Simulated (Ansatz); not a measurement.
# A basis-limit estimate, worked out

An elementary step of Si2H8O2, closed shell (SiH₄O ([OH][SiH3]) + SiH₄O ([OH][SiH3]) → Si₂H₆O ([SiH3][O][SiH3]) + H₂O; bonds formed: Si1–O7, O2–H6; bonds broken: Si1–O2, H6–O7). “Start” is the structure reached by relaxing down from the saddle towards the reactants; PBE0-D4/def2-TZVP structures. The saddle:

```
12
angstrom
Si -1.2562 0.5743 0.1041
O -1.4882 -1.1283 -0.5745
H -0.9039 1.7242 -0.7691
H -2.7595 0.7308 0.1434
H -0.9201 0.6722 1.5456
H -0.3933 -1.0973 -0.7134
O 0.4765 -0.2063 -0.2996
Si 1.9799 -0.0484 0.3264
H -2.0859 -1.2397 -1.3188
H 2.0907 1.2656 1.0139
H 2.2725 -1.1302 1.3070
H 2.9876 -0.1170 -0.7651
```

Program: Ansatz 0.2.0. Basis: def2-TZVPP and def2-QZVPP. Cores are frozen in the correlated methods.

Energies in eV:

| quantity | saddle | start |
| --- | --- | --- |
| Hartree–Fock, triple zeta (X = 3) | -19928.46744 | -19930.33084 |
| Hartree–Fock, quadruple zeta (X = 4) | -19929.18398 | -19931.05258 |
| MP2 correlation, X = 3 | -21.21847 | -20.58633 |
| MP2 correlation, X = 4 | -22.85095 | -22.21164 |
| CCSD(T) correlation, X = 3 | -23.15272 | -22.58109 |

(1) Work out the barrier at the basis limit: extrapolate Hartree–Fock as E(X) = E∞ + A exp(−7.88 √X) and the MP2 correlation as E(X) = E∞ + B X^−2.97 (the exponents that Neese and Valeev fitted for def2-TZVPP and QZVPP), then add CCSD(T) − MP2 in triple zeta.

T1 diagnostic: at most 0.012.

Answers

(1) Each step is linear, so take the differences first (saddle − start): Hartree–Fock 1.86340 (X = 3) and 1.86860 (X = 4); MP2 correlation -0.63214 and -0.63931; CCSD(T) correlation -0.57163.
Two points give E∞ = E(4) + w [E(4) − E(3)], with w = 1/(exp(7.88 (2 − √3)) − 1) = 0.1377 for Hartree–Fock and w = 1/((4/3)^2.97 − 1) = 0.7407 for the correlation.
Hartree–Fock: 1.86860 + 0.1377 × 0.00520 = 1.8693 eV.
MP2 correlation: -0.63931 + 0.7407 × (-0.00717) = -0.6446 eV.
CCSD(T) − MP2: -0.57163 − (-0.63214) = 0.0605 eV.
Sum: 1.8693 + (-0.6446) + 0.0605 = 1.2852 eV, or 29.64 kcal/mol. Plain CCSD(T) in triple zeta gives 1.2918 eV, so the larger basis shifts the result by -0.0066 eV.

Labels in which every atom is bracketed show which atoms are joined, not bond orders.

For scale, one of the runs: CCSD(T)/def2-TZVPP, 258 basis functions, launched by `ansatz run in.yaml --threads 4 --pin off --events-out ev --progress --plain --max-ram 9574MiB`. Time: 110 s of wall clock on 4 CPU threads of an Arm Neoverse V2; the host was shared. Peak host memory: 5.7 GiB.
